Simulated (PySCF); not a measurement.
F$_{3}$In (SMILES [F][In]([F])[F]), singlet, geometry from GFN2-xTB (such geometries of metal compounds can be far from the true shape) (all electrons, no relativity).

PySCF was given this input:
```python
from pyscf import gto, scf

mol = gto.M(
    atom='''
In    0.00000000    0.00000000    0.00000000
F    -1.67769182   -1.02031088    0.03026648
F     0.01519865    1.84496979   -0.67264826
F     1.66249317   -0.82465891    0.64238177
''',
    basis='3-21g',
    verbose=4,
)

mf = scf.RHF(mol)
mf.kernel()
mf.analyze()
```

### Question
Predict the total energy from HF/3-21G run with PySCF.

### Answer
-6011.529765 Ha

### Question
What is the computed HOMO-LUMO gap (HF/3-21G)?

### Answer
15.08 eV

### Question
Give the dipole moment at the level HF/3-21G.

### Answer
0.00 D
